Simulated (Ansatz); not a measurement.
GaH₅N₂, SMILES `[NH2][GaH][NH2]`. The species carries charge 0 and has multiplicity 1. All single points use the PBE0-D4/def2-TZVP geometry. It is one conformer, not always the lowest.

```xyz
8

N    -0.946   -0.877   -0.906
Ga    0.518    0.072   -0.401
N     0.496    0.810    1.258
H    -1.776   -0.986   -0.350
H    -1.048   -1.285   -1.818
H     1.738    0.243   -1.347
H     1.270    1.319    1.644
H    -0.253    0.705    1.920
```

(1) What is the dipole moment at r2SCAN/def2-TZVPP? (An estimate is asked.)

(2) And with PBE, B3LYP, ωB97M-V? (Best estimate.)

(3) Give the Mulliken charges with r2SCAN, B3LYP, ωB97M-V in def2-TZVPP. (An estimate is asked.)

## Answers

(1) Computed: 0.87 D, with components (-0.69, -0.08, 0.52) D in this frame, pointing from negative to positive charge.

(2) Computed: PBE 0.91 D, B3LYP 0.82 D, ωB97M-V 0.77 D.

(3) The calculation gave: 
```csv
atom,r2SCAN,B3LYP,ωB97M-V
N1,-0.47,-0.41,-0.38
Ga2,0.35,0.32,0.33
N3,-0.47,-0.41,-0.38
H4,0.15,0.13,0.11
H5,0.16,0.14,0.11
H6,-0.04,-0.04,-0.01
H7,0.16,0.14,0.11
H8,0.15,0.13,0.11
```

B3LYP here is the variant with VWN-RPA as its local correlation; programs differ in this.
